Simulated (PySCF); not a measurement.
WOCl2, singlet: data card

These are results of PBE0 in PySCF with W def2-TZVP with ECP60, O def2-TZVP, Cl def2-TZVP; scalar-relativistic core potentials, no spin–orbit coupling; density-fitted integrals, not measurements.

The structure is a minimum.

Coordinates in bohr (charge 0 multiplicity 1):
```
W     0.2076   -0.1405    0.0000
O     2.8178   -1.9069    0.0000
Cl   -1.1916    0.8064   -3.8516
Cl   -1.1916    0.8064    3.8516
```

- Point group: C2v
- Bond lengths: W–Cl 2.226 Å (×2), W–O 1.668 Å
- Bond angles: Cl–W–Cl 132.6°, Cl–W–O 113.7° (×2)
- Dipole moment: 1.53 D
- Rotational constants: 0.1763, 0.05802, 0.04365 cm⁻¹
- Principal polarisabilities: 58.2, 61.9, 80.7 bohr³
- Heat capacity Cp at 298.15 K: 70.0 J/(mol K)
- Highest occupied level: -6.64 eV
- Enthalpy at 298.15 K above 0 K: 16.63 kJ/mol
- Entropy at 298.15 K and 1 bar: 332.6 J/(mol K)
- Rotational symmetry number: 2
- Lowest empty level: -3.67 eV
- Atomisation energy without zero-point energy: 1551 kJ/mol
- Zero-point energy: 14.3 kJ/mol
- Principal quadrupole moments (Buckingham, traceless) about the centre of mass: -2.28, -0.26, 2.54 D Å

Harmonic modes (masses in u: W 183.951, O 15.995, Cl 34.969):
```
symmetry  ω (cm⁻¹)  IR (km/mol)
      b1        94          1.9
      a1       107          0.2
      b2       236          0.0
      a1       415         13.6
      b2       449         90.7
      a1      1091          129
```

In C2v the vibrations span b1 + 3a1 + 2b2. Here b1 is antisymmetric to the molecular plane and b2 lies in it.

Charges (e):
| atom | Mulliken | Löwdin | polar tensor | Mayer order to W1 |
| --- | --- | --- | --- | --- |
| W1 | 0.95 | -0.01 | 1.43 | – |
| O2 | -0.40 | -0.22 | -0.60 | 2.24 |
| Cl3,4 | -0.28 | 0.12 | -0.41 | 1.20 |

Mulliken populations on W1 (electrons outside its core potential): s 2.85, p 6.29, d 3.80, f 0.10.

Formally W is in oxidation state +4, d2, with 0 unpaired electrons (the high-spin count would be 2). The polar-tensor charge on W, 1.43, is far below the formal one.

This need not be the most stable arrangement of these atoms. No spin–orbit coupling is included, which matters more the heavier the element.

The final relaxation and frequency run took 53 s on 4 threads of a shared Arm Neoverse V1 host, with 145 basis functions and 14 gradients; the process peaked at 1.5 GiB. Launch command: `OMP_NUM_THREADS=4 python axn.py task.json out`.
